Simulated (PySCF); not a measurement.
PySCF 2.14 output of an unrestricted PBE0 calculation on a single atom or ion in aug-cc-pVTZ-PP with one added diffuse shell each of d, f type with ECP28MDF (6s5p5d3f, 67 functions), with a scalar-relativistic core potential:

```
SCF conv_tol = 1e-09
number electrons alpha = 12  beta = 10
    C. Adamo and V. Barone.,  J. Chem. Phys. 110, 6158 (1999)
    M. Ernzerhof and G. E. Scuseria.,  J. Chem. Phys. 110, 5029 (1999)
cycle= 1 E= -293.504692703675  delta_E= -0.00439  |g|= 0.011  |ddm|= 0.44
cycle= 2 E= -293.504731449351  delta_E= -3.87e-05  |g|= 0.00365  |ddm|= 0.0356
cycle= 3 E= -293.50473451915  delta_E= -3.07e-06  |g|= 0.0007  |ddm|= 0.00671
cycle= 4 E= -293.504734687061  delta_E= -1.68e-07  |g|= 3.61e-05  |ddm|= 0.00147
cycle= 5 E= -293.504734687734  delta_E= -6.73e-10  |g|= 8.38e-07  |ddm|= 9.25e-05
converged SCF energy = -293.504734687734  <S^2> = 2.0020788  2S+1 = 3.0013855
```

The run itself started from symmetry-adapted Hartree-Fock orbitals and held the occupation by maximum overlap, on a logarithmic radial grid, so the iterations belong to that start.

Q: Which element, charge and spin multiplicity is this?

A: I(3+) (iodine, charge +3), multiplicity 3; the state was [Kr] 4d10 5s2 5p2, high-spin 3P determinant.

Energies and moments cover only the electrons outside the core potential.
